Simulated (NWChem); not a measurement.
Correlation energy of Hg

SMILES: [Hg]
```xyz
1

Hg     0.0000     0.0000     0.0000
```
Charge 0, spin multiplicity 1.

Program: NWChem.

Basis set: def2-TZVP. Each correlation energy counts from its own Hartree-Fock reference.

Effective core potentials replace the inner electrons of Hg; spin-orbit coupling is left out. The correlated methods keep 4 core orbitals frozen. No row is a measurement; the coupled-cluster row has its own basis-set and correlation limits.

For the correlation energy, MP2 gives -335.8 mHa and SCS-MP2 gives -303.3 mHa. What do CCSD, CCSD+T(CCSD), CCSD(T) give?

CCSD: -315.5 mHa; CCSD+T(CCSD): -322.5 mHa; CCSD(T): -321.9 mHa.
